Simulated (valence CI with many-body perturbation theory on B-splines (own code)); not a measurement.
Run record, Re54+

Calculated by relativistic CI+MBPT: three valence electrons over a frozen Dirac-Fock core [Ar], a basis of 9 s, 9 p, 10 d, 8 f, 5 g, 3 h, 1 i functions for each j, with the one-electron correlation potential Σ1 (screened to all orders), the two-electron term Σ2, the three-electron term Σ3, Breit, model QED; selected single and double excitations, second order for the rest (own B-spline code, finite nucleus).

Command, and the settings that its task file holds:

```sh
python run_cv.py task.json out
```

```
atom Re  Z=75  mass_number=187  rms_radius_fm=5.3698
core [Ar]
valence 3d3
avg = 1
basis = L
breit = 1
cap = 40000
capref = 1200
cscale = 1
de = 0.0
dress = 1
eps = 2e-08
h = 0.27
hh = 1
l2 = 3
lcore = 6
maxit = 60
n2 = 5
natural = 1
nlev = 60
nno = [6, 6, 7, 6, 4, 3, 1]
nroot = 26
nsp = [3, 3, 3, 2, 1, 0, 0]
pt2 = 1
qed = 1
rpa = 1
s1 = 1
s2 = 1
s3 = 1
screen = 1
tol = 2e-05
```

(1) Roughly how long does this run take on one core of Intel(R) Xeon(R) 6975P-C (Granite Rapids), and how much memory?

Log. The first blocks belong to the next ion, which gives the ionisation energy. Fields: 2J, parity (1 odd), roots, reference size, generating configurations, candidates as configurations/state functions, variational space P, stored matrix elements, Davidson steps; e2 is the range of second-order energies in hartree. The first line gives the box (bohr), its intervals, the orbitals and the steps of their self-consistent field. Window is the range of levels sought, series limit the energy at which the first omitted orbital would enter, core excitation an estimate of the first excitation out of the core, left out the lowest levels not solved, and shifts from estimates the range by which levels moved from their first estimate, all in cm⁻¹.

```
rmax 2.1 intervals 55 orbitals 81 references ['3d3', '3d2 4s', '3d2 4p'] scf 2 t 0.7
2J=4 par=0 roots 2 ref 45 generators 2 cand 1139/1139 P 871/871 nnz 0 it 0
2J=4 par=0 roots 2 ref 45 generators 3 cand 313/313 P 1029/1029 nnz 0 it 0
   second order: generators 4 cand 155/155 e2 -0.00000 -0.00000
2J=0 par=0 roots 2 ref 17 generators 2 cand 344/344 P 351/351 nnz 0 it 0
2J=0 par=0 roots 2 ref 17 generators 2 cand 10/10 P 359/359 nnz 0 it 0
   second order: generators 2 cand 2/2 e2 -0.00000 -0.00000
2J=6 par=0 roots 2 ref 37 generators 2 cand 1146/1146 P 752/752 nnz 0 it 0
2J=6 par=0 roots 2 ref 37 generators 2 cand 431/431 P 922/922 nnz 0 it 0
   second order: generators 4 cand 261/261 e2 -0.00000 -0.00000
reference levels 673, estimated 19, window 1904657 1/cm; series limit 32206928, core excitation 2380821
2J=3 par=0 roots 5 ref 71 generators 4 cand 3029/7491 P 2017/5281 nnz 7.4e+06 it 4
2J=3 par=0 roots 5 ref 71 generators 4 cand 1052/2281 P 2472/6406 nnz 1.1e+07 it 4
   second order: generators 5 cand 2124/5119 e2 -0.00000 -0.00000
2J=5 par=0 roots 5 ref 79 generators 3 cand 3197/9358 P 2016/6252 nnz 1e+07 it 5
2J=5 par=0 roots 5 ref 79 generators 3 cand 1221/3185 P 2560/7805 nnz 1.6e+07 it 5
   second order: generators 5 cand 3755/10549 e2 -0.00001 -0.00000
2J=9 par=0 roots 3 ref 49 generators 3 cand 2912/8610 P 1709/5378 nnz 8.1e+06 it 5
2J=9 par=0 roots 3 ref 49 generators 3 cand 1233/3281 P 2188/6843 nnz 1.3e+07 it 4
   second order: generators 3 cand 754/1816 e2 -0.00001 -0.00000
2J=7 par=0 roots 3 ref 66 generators 2 cand 3158/9609 P 1854/5889 nnz 9.3e+06 it 4
2J=7 par=0 roots 3 ref 66 generators 2 cand 1338/3786 P 2423/7661 nnz 1.6e+07 it 4
   second order: generators 2 cand 769/2014 e2 -0.00001 -0.00000
2J=1 par=0 roots 2 ref 43 generators 2 cand 2591/4173 P 1718/2796 nnz 2.1e+06 it 4
2J=1 par=0 roots 2 ref 43 generators 2 cand 908/1420 P 2090/3435 nnz 3.2e+06 it 4
   second order: generators 2 cand 536/781 e2 -0.00000 -0.00000
2J=11 par=0 roots 1 ref 25 generators 1 cand 2492/6843 P 1264/3680 nnz 4.1e+06 it 4
2J=11 par=0 roots 1 ref 25 generators 1 cand 1244/3188 P 1636/4721 nnz 6.5e+06 it 4
   second order: generators 1 cand 872/2147 e2 -0.00001 -0.00001
left out: unestimated 16776123, estimated none, shifts from estimates -186 to 0
operators 1.2
```

The Davidson iterations converged.

No measured spectrum was set against this ion. As an estimate, large intervals hold to a few tenths of a per cent, small ones and those within an open d or f shell to about a per cent. The list stops below the first excitations out of the core. Only levels of the ground parity were solved; by the run's estimate the other parity begins above the list, which can be wrong where configurations are misplaced.

```yaml
Valence_energy: -593.6934 hartree
Ionisation_energy: "5237.7 eV (NIST: 5236 ± 5 eV (theoretical))"
Reference_configurations_for_the_orbitals: 3d3, 3d2 4s, 3d2 4p
Radial_orbitals: 81
Box_radius: 2.084 bohr
Largest_variational_space: 7805
Lowest_levels: (3d3/2^3) J=3/2 0.00, (3d3/2^2 3d5/2) J=5/2 [a] 70.33, (3d3/2^2 3d5/2) J=3/2 76.72, (3d3/2^2 3d5/2) J=9/2 80.39, (3d3/2^2 3d5/2) J=7/2 80.60, (3d3/2^2 3d5/2) J=1/2 82.19, (3d3/2^2 3d5/2) J=5/2 [b] 106.16, (3d3/2 3d5/2^2) J=7/2 [a] 149.48, (3d3/2 3d5/2^2) J=9/2 154.18, (3d3/2 3d5/2^2) J=3/2 [a] 159.56, (3d3/2 3d5/2^2) J=1/2 162.56, (3d3/2 3d5/2^2) J=11/2 163.79, (3d3/2 3d5/2^2) J=5/2 [a] 164.07, (3d3/2 3d5/2^2) J=5/2 [b] 173.16 eV
```

Levels are named by their leading jj configuration (3d3/2^4 stands for four electrons in 3d with j = 3/2), which in mixed levels can hold well under half, so a name can repeat and another be missing. Letters in brackets count levels of one name in rising energy.

## Answers

(1) 30 s on 1 thread of Intel(R) Xeon(R) 6975P-C (Granite Rapids) (shared host), peak memory 0.55 GiB.
